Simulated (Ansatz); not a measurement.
Which method gave which barrier?

Saddle point of BH₃OF₂, closed shell (BHOF₂ ([OH][B]([F])[F]) + H₂ → BHF₂ ([F][BH][F]) + H₂O (still joined by a long B–O bond); bonds formed: B1–H6, O2–H5; bonds broken: H5–H6; bonds weakened to dative contacts: B1–O2), PBE0-D4/def2-TZVP structure:

B1  (-0.374, 0.365, -0.024)
O2  (1.056, -0.175, -0.235)
F3  (-1.241, -0.121, -0.931)
F4  (-0.398, 1.671, 0.246)
H5  (0.416, -0.579, 0.739)
H6  (-0.523, -0.337, 1.157)
H7  (1.065, -0.823, -0.951)
(Å)

Computed with Ansatz 0.2.0 (basis: def2-TZVPP, with def2-QZVPP for the basis limit); correlated methods freeze the cores. B3LYP uses VWN-RPA correlation. Extrapolation: Hartree–Fock as exp(−7.88 √X), correlation as X^−2.97. Four methods, as single points on the PBE0-D4 structures, gave these electronic barriers from the start structure: 131.1, 202.6, 217.9, 265.9 kJ/mol.

Task: The methods were, in alphabetical order, B3LYP-D4, BHLYP-D4, HF, SPW92. Which gave which? (A judgement: the text doesn't fix the answer.)

Result: By the calculation: SPW92 131.1; B3LYP-D4 202.6; BHLYP-D4 217.9; HF 265.9 kJ/mol. For comparison, CCSD(T) at an estimated basis limit (MP2 extrapolated from triple and quadruple zeta, plus CCSD(T) − MP2 in triple zeta) gives 206.1 kJ/mol.

No T1 diagnostic of these runs exceeds 0.013.

Labels in which every atom is bracketed show which atoms are joined, not bond orders.

For scale, one of the runs: CCSD(T)/def2-TZVPP, 166 basis functions (an equivalent command: `ansatz run in.yaml --threads 2`). The run took 25 s on 2 CPU threads (shared host), with 1.7 GiB of host memory at its peak.
